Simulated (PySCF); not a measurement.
## WC: one state, many levels of theory

State: triplet, unpaired electrons σ ↑, δ ↑, a mixture of terms (⟨Lz²⟩ = 5.6). Set-up: basis W x2c-TZVPPall, C x2c-TZVPPall; spin-free X2C with a Gaussian nucleus; PySCF 2.14. De refers to W (5d4 6s2) + C in their high-spin ground configurations, without counterpoise correction. The functionals are run spin-unrestricted. A positive dipole means W(−)C(+). Levels whose curve was spin-contaminated or gave no clean fit are not listed.

| Level | Re (Å) | ωe (cm⁻¹) | De (eV) | μ (D) | CPU s a point (SCF and correlation, without the integrals) |
| --- | --- | --- | --- | --- | --- |
| ROHF | 1.655 | 1114 | n/a | -4.71 | 4.8 |
| ROHF-MP2 | 1.720 | 1164 | n/a | n/a | 10 |
| ROHF-SCS-MP2 | 1.719 | 1134 | n/a | n/a | n/a |
| PBE | 1.689 | 1049 | n/a | -3.85 | 4.5 |
| BLYP | 1.697 | 1025 | n/a | -3.88 | 3.2 |
| BP86 | 1.694 | 1028 | n/a | -3.85 | 4.2 |
| TPSS | 1.689 | 1040 | n/a | -3.90 | 6.4 |
| r²SCAN | 1.669 | 1080 | n/a | -3.76 | 6.5 |
| PBE0 | 1.680 | 1063 | n/a | -4.10 | 10 |

Task: What does a quarter of exact exchange do here, going from PBE to PBE0?

Result: PBE0 less PBE: -0.9 pm in Re, +1.3 % in ωe. Exact exchange removes part of the self-interaction that spreads semilocal densities, and in most molecules shortens and stiffens the bond and lowers De; so it does here.

Task: What does the step from GGA to meta-GGA do here, going from PBE to r²SCAN?

Result: r²SCAN less PBE: -2.0 pm in Re, +3.0 % in ωe. 

Task: What does second-order correlation do here, going from ROHF to ROHF-MP2?

Result: ROHF-MP2 less ROHF: +6.5 pm in Re, +4.5 % in ωe. Correlation nearly always deepens the well. The bond lengthens, as in strong covalent bonds, where excitations into antibonding orbitals dominate.

Correlated steps freeze 24 core orbitals. De is left out where the level can put another filling of the metal’s s and d shells below the measured ground configuration, by anything from nothing to about 1 eV. These are scalar-relativistic numbers at best; spin–orbit coupling would shift them, the dissociation energy most. UHF is strongly spin-contaminated for WC, so the ROHF reference used there is far from stable. The state is the lowest single determinant that the PBE0 search found; with open d or f shells the true ground state can be another one.

The whole job (state search and all levels along the bond) took about 23 min on 2 threads of Arm Neoverse V1 (shared host), peak memory 8.7 GiB.
